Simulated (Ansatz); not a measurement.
Ga2Cl6 (the lowest singlet isomer of a short search) was relaxed with PBE-D4 (def2-SVP, def2-SVPD) in Ansatz in these states: charge -1 doublet, neutral singlet. The geometries follow in no particular order.

A:

```xyz
8

Ga   -0.529   -0.939    1.250
Ga    0.538    0.936   -1.248
Cl   -0.070   -1.330   -1.026
Cl    2.629    1.067   -1.693
Cl    0.858   -2.042    2.452
Cl    0.209    1.291    1.057
Cl   -0.987    1.964   -2.344
Cl   -2.649   -0.949    1.553
```

B:

Cartesian coordinates in Å:
```
Ga 1.635 -0.583 0.058
Ga -1.750 0.982 -0.361
Cl -0.497 -0.890 0.884
Cl -3.352 -0.223 -1.440
Cl 2.220 -2.459 -0.942
Cl 1.424 1.110 -1.361
Cl -2.611 2.156 1.390
Cl 2.932 -0.094 1.772
```

Question: Judge from the bond lengths which geometry belongs to which state (an estimate).

Answer: A is the neutral singlet (Ga2–Cl6 2.355 Å, Ga2–Cl3 2.357 Å, Ga1–Cl6 2.357 Å); B is the charge -1 doublet (Ga2–Cl6 3.330 Å, Ga2–Cl3 2.574 Å, Ga1–Cl6 2.220 Å).

These are the stationary points nearest to one start from a short search; other shapes may lie lower in each state.
